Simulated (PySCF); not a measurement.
Magnetic susceptibility: `C[NH2+][SiH2]C=C`, [C3H10NSi]+, charge +1

Geometry:
| atom | x (Å) | y (Å) | z (Å) |
| --- | --- | --- | --- |
| C1 | -2.509 | -0.145 | -0.561 |
| C2 | -1.750 | -1.025 | 0.089 |
| Si3 | -0.245 | -0.625 | 1.131 |
| N4 | 0.866 | 0.383 | -0.090 |
| C5 | 2.183 | 0.766 | 0.450 |
| H6 | -2.311 | 0.915 | -0.564 |
| H7 | -3.377 | -0.455 | -1.119 |
| H8 | -2.048 | -2.066 | 0.056 |
| H9 | 0.637 | -1.754 | 1.394 |
| H10 | -0.377 | 0.366 | 2.192 |
| H11 | 1.007 | -0.161 | -0.944 |
| H12 | 0.371 | 1.229 | -0.377 |
| H13 | 2.759 | 1.334 | -0.279 |
| H14 | 2.740 | -0.128 | 0.718 |
| H15 | 2.049 | 1.373 | 1.342 |

Total charge +1.

The calculation used GIAO KT2/def2-SVP magnetisability, rotational g tensor and spin-rotation constants, non-relativistic, gas phase (PySCF). Geometry: GFN2-xTB.

For an ion the centre-of-mass motion in the field is neglected.

Q: What are the magnetisability and the molar susceptibility?

A: Isotropic -891 × 10⁻³⁰ J/T², or -53.6 × 10⁻⁶ cm³/mol; principal values -983, -891, -799 × 10⁻³⁰ J/T², anisotropy 160 × 10⁻³⁰ J/T² (root of half the summed squared differences of the principal values). The susceptibility is in cgs units.

Q: Split it along the inertial axes a, b, c into diamagnetic and paramagnetic parts about the centre of mass, with the quadrupole moment.

A: 
```
axis  χ (10⁻⁶ cm³/mol)  diamagnetic (10⁻⁶ cm³/mol)  paramagnetic (10⁻⁶ cm³/mol)  summed x² of all electrons (Å²)  quadrupole Θ (D Å)
   a             -55.9                      -237.2                        181.4                            148.9              +12.54
   b             -52.0                      -702.1                        650.2                             39.3               -2.68
   c             -53.1                      -798.6                        745.5                             16.6               -9.86
```
Anisotropies 2χaa − χbb − χcc = -6.6 and 2χbb − χaa − χcc = +5.0 × 10⁻⁶ cm³/mol. Θ is traceless in Buckingham's convention.

Q: And the rotational g tensor?

A: 
```
axis  rotational constant (GHz)        g  nuclear part  electronic part
   a                     8.0098  -0.0076        0.6749          -0.6826
   b                     1.9947  +0.0029        0.6121          -0.6093
   c                     1.7117  +0.0068        0.6063          -0.5995
```
Asymmetric top; isotopes 12C, 1H, 14N, 28Si; no vibrational averaging.
